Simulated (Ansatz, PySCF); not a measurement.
Molecule: BeCl2, charge 0, multiplicity 1. SMILES: [Cl][Be][Cl]
Geometry: optimised at B3LYP-D3(BJ)/def2-TZVP (Ansatz, an electronic-structure program).

Property: enthalpy of formation at 298 K, in kcal/mol. Set-up: six Cartesian d functions in 6-31G* and its kin unless marked 5d; LANL2DZ with its own core potentials from Na on; frozen cores in correlated levels; non-relativistic; open shells spin-unrestricted; 6-311+G** with 5d, 6d on Na to Ar in Ansatz; spin-orbit terms left out; no dispersion term unless named. First-principles rows: single points at B3LYP-D3(BJ) geometries (Ansatz), with unscaled harmonic terms from B3LYP/6-31G* at its own minima, enthalpies of formation by atomisation with measured atoms. The Hartree-Fock reference of Be atom is unstable towards a lower, spin-broken solution.

```
level                           program  enthalpy of formation at 298 K (kcal/mol)
-----------------------  --------------  -----------------------------------------
PBE/6-31G*                       Ansatz                                      -92.8
BP86/def2-SVP                     PySCF                                      -87.3
B3LYP/LANL2DZ                    Ansatz                                      -64.7
B3LYP/6-31G*                     Ansatz                                      -85.7
B3LYP/6-31+G*                    Ansatz                                      -83.9
MP2/LANL2DZ                      Ansatz                                      -46.1
MP2/6-311+G**                    Ansatz                                      -88.8
B3LYP-D3(BJ)/def2-TZVPD  Ansatz + dftd3                                      -85.9
PBE0/def2-TZVPD                  Ansatz                                      -88.1
```

No value to compare with is used here. The 7 habitual levels span -92.8 (PBE/6-31G*) to -46.1 kcal/mol (MP2/LANL2DZ); PBE0/def2-TZVPD gives -88.1.

The levels are drawn from those run, B3LYP/6-31G* more often than the rest, none by its result; runs whose electronic state is in doubt are left out.
